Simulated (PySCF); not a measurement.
The vertical singlet excitations below were computed for one of the candidates. Level of theory: TDDFT wB97X-D/def2-SVPD, vertical, gas phase, core orbitals frozen in the response (PySCF). Geometries: GFN2-xTB, one conformer each.

```json
{"state": "S1", "λ (nm)": "358.9", "f": "0.0007"}
{"state": "S2", "λ (nm)": "230.5", "f": "0.018"}
{"state": "S3", "λ (nm)": "204.8", "f": "0.014"}
{"state": "S4", "λ (nm)": "197.2", "f": "0.100"}
{"state": "S5", "λ (nm)": "195.5", "f": "0.0052"}
{"state": "S6", "λ (nm)": "191.0", "f": "0.044"}
{"state": "S7", "λ (nm)": "184.7", "f": "0.013"}
{"state": "S8", "λ (nm)": "179.4", "f": "0.026"}
```

Orbital energies (eV): HOMO-3 -11.62, HOMO-2 -9.90, HOMO-1 -9.10, HOMO -8.44, LUMO 0.57, LUMO+1 1.75, LUMO+2 2.07.

Question: Which candidate is it? All have the formula C5H9NOSi.
A. `[Si@]1(CCCN1)(C#C)O`
B. `COc1ccn([SiH3])c1`
C. `C[Si@@H]1CC[C@@H](C#N)O1`
D. `N#C[SiH]1CCOCC1`
E. `N1[SiH2]C(=O)CC(=C)C1`

Answer: E. Its S1, at 3.45 eV, is the lowest among the candidates; the nearest of the others has S1 at 5.71 eV. S1 is HOMO→LUMO (79%), HOMO-1→LUMO (9%). Löwdin shares by element: HOMO oxygen 37%, carbon 24% or more, silicon 10% (atoms not listed hold the other 29%); LUMO carbon 39% or more, oxygen 25%, silicon 10% (atoms not listed hold the other 26%). At the same level the other candidates give, for their lowest levels:
- `N#C[SiH]1CCOCC1`: 174 nm (f 0.000); 173 nm (f 0.006); 170 nm (f 0.007); 166 nm (f 0.026); 164 nm (f 0.005); T1 6.08 eV; HOMO -9.68, LUMO 1.39 eV
- `C[Si@@H]1CC[C@@H](C#N)O1`: 163 nm (f 0.000); 160 nm (f 0.003); 154 nm (f 0.019); 152 nm (f 0.010); 151 nm (f 0.003); T1 6.51 eV; HOMO -10.45, LUMO 1.85 eV
- `COc1ccn([SiH3])c1`: 217 nm (f 0.003); 209 nm (f 0.063); 200 nm (f 0.020); 193 nm (f 0.008); 190 nm (f 0.063); T1 4.33 eV; HOMO -7.70, LUMO 1.86 eV
- `C#C[Si@@]1(O)CCCN1`: 200 nm (f 0.002); 195 nm (f 0.026); 193 nm (f 0.003); 187 nm (f 0.013); 176 nm (f 0.033); T1 5.19 eV; HOMO -8.81, LUMO 1.83 eV
Triplets come from the Tamm–Dancoff approximation.
